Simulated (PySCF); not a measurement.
C4H12N2OSi2.
Numbering: `[CH3:1][C:2](=[O:3])[NH:4][Si@@H:5]1[CH2:6][CH2:7][SiH2:8][NH:9]1` (hydrogens: H10, H11, H12 on C1; H13 on N4; H14 on Si5; H15, H16 on C6; H17, H18 on C7; H19, H20 on Si8; H21 on N9)

Method: PBE0-D3(BJ)/def2-SVP geometry optimisation, gas phase (PySCF 2.14.0).

Problem. Give the optimised bond lengths and angles.

Solution. 
| bond | length (Å) | order |
| --- | --- | --- |
| C1–C2 | 1.508 | single |
| C2=O3 | 1.221 | double |
| C2–N4 | 1.364 | single |
| N4–Si5 | 1.780 | single |
| Si5–C6 | 1.890 | single |
| C6–C7 | 1.543 | single |
| C7–Si8 | 1.896 | single |
| Si8–N9 | 1.741 | single |
| Si5–N9 | 1.730 | single |
| C1–H10, C1–H11, C1–H12 | 1.099 | single |
| N4–H13 | 1.013 | single |
| Si5–H14 | 1.489 | single |
| C6–H15 | 1.105 | single |
| C6–H16 | 1.102 | single |
| C7–H17 | 1.104 | single |
| C7–H18 | 1.102 | single |
| Si8–H19 | 1.497 | single |
| Si8–H20 | 1.501 | single |
| N9–H21 | 1.015 | single |

Bonds in one row agree within 0.01 Å and their mean is given. Orders are formal, as drawn. A selection of angles:
| angle | degrees |
| --- | --- |
| C1–C2–O3 | 122.9 |
| C1–C2–N4 | 117.4 |
| O3–C2–N4 | 119.7 |
| C2–N4–Si5 | 115.9 |
| N4–Si5–C6 | 108.4 |
| N4–Si5–N9 | 113.6 |
| C6–Si5–N9 | 99.2 |
| Si5–C6–C7 | 108.0 |
| C6–C7–Si8 | 108.1 |
| C7–Si8–N9 | 98.4 |
| Si5–N9–Si8 | 115.0 |
| H13–N4–C2 | 119.2 |
| H13–N4–Si5 | 125.0 |
| H21–N9–Si8 | 125.3 |
| H21–N9–Si5 | 119.6 |

Torsions: C1–C2–N4–Si5 179° (antiperiplanar); C2–N4–Si5–C6 169° (antiperiplanar); N4–Si5–C6–C7 -146° (anticlinal); Si5–C6–C7–Si8 35° (synclinal); C6–C7–Si8–N9 -29° (synperiplanar); C7–Si8–N9–Si5 10° (synperiplanar); N4–Si5–N9–Si8 123° (anticlinal).

Of the pairs four or more bonds apart, O3···H21 is among the closest relative to their van der Waals radii: 2.69 Å, 99 % of the sum of Bondi's values. Si5 (SiH silicon) is distorted tetrahedral (angles from 99.2° to 114.5°). The N–Si distances run from 1.730 Å (Si5–N9, drawn single) to 1.780 Å (N4–Si5, drawn single), a spread of 0.050 Å. The 2 C–C bonds span 1.508 Å (C1–C2, drawn single) to 1.543 Å (C6–C7, drawn single), a spread of 0.035 Å. N9 (nitrogen bridging silicon atoms) is planar (angles 125.3°, 119.6° and 115.0°, sum 360.0°, 0.00 Å off the plane of its three neighbours). The 5-membered ring Si5–C6–C7–Si8–N9 has internal angles of 98.4° to 115.0°; it is puckered, 0.16 Å rms from its mean plane, widest ring torsion 35°. Si8 (SiH2 silicon) is distorted tetrahedral (angles from 98.4° to 113.4°).

Point group: C1 (no symmetry element, even within 0.4 Å). Not checked by PBE0-D3(BJ)/def2-SVP frequencies. One conformer, not necessarily the lowest.
